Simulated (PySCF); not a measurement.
A GIAO shielding run with PySCF (density fitting, non-relativistic, gas phase) on `C(C)C[SiH2]S[SiH3]`, C3H12SSi2:

```
{"job": {"kind": "nmr", "xc": "LDA", "basis": "pcSseg-1", "pop": false}, "charge": 0, "multiplicity": 1}
C     -3.272785     0.289783     0.019415
C     -1.902172     0.690008    -0.505884
C     -0.754867    -0.025209     0.208102
Si     0.949082     0.460049    -0.409992
S      2.385187    -0.674743     0.734903
Si     4.197159     0.097272    -0.120503
H     -3.369981     0.522302     1.091938
H     -4.079437     0.817589    -0.512127
H     -3.444225    -0.791925    -0.100153
H     -1.776435     1.782394    -0.405246
H     -1.849370     0.483280    -1.589218
H     -0.786471     0.178868     1.293030
H     -0.854236    -1.119957     0.102271
H      1.109790     0.156733    -1.866721
H      1.197223     1.924134    -0.222374
H      4.302861     1.573649     0.082882
H      5.318436    -0.590837     0.579255
H      4.265410    -0.184961    -1.586057
```

Hardware: 1 thread of an Arm Neoverse V1, shared host.

Problem. How large is the calculation?

Solution. 74 electrons, 183 basis functions and 1020 auxiliary functions.

Problem. How long does it take?

Solution. 26 s of wall time, with 13 SCF cycles. Times on a shared host scatter by some tens of per cent.

Problem. And these other runs on the same molecule and hardware: GIAO shielding at BLYP/pcSseg-1; GIAO shielding at BP86/pcSseg-1; GIAO shielding at HF/pcSseg-1; GIAO shielding at OPBE/pcSseg-1; GIAO shielding at PBE/pcSseg-1; GIAO shielding at PBE0/6-311+G(2d,p)?

Solution. BLYP/pcSseg-1: 183 functions, 33 s; BP86/pcSseg-1: 183 functions, 31 s; HF/pcSseg-1: 183 functions, 13 s; OPBE/pcSseg-1: 183 functions, 33 s; PBE/pcSseg-1: 183 functions, 31 s; PBE0/6-311+G(2d,p): 258 functions, 39 s.
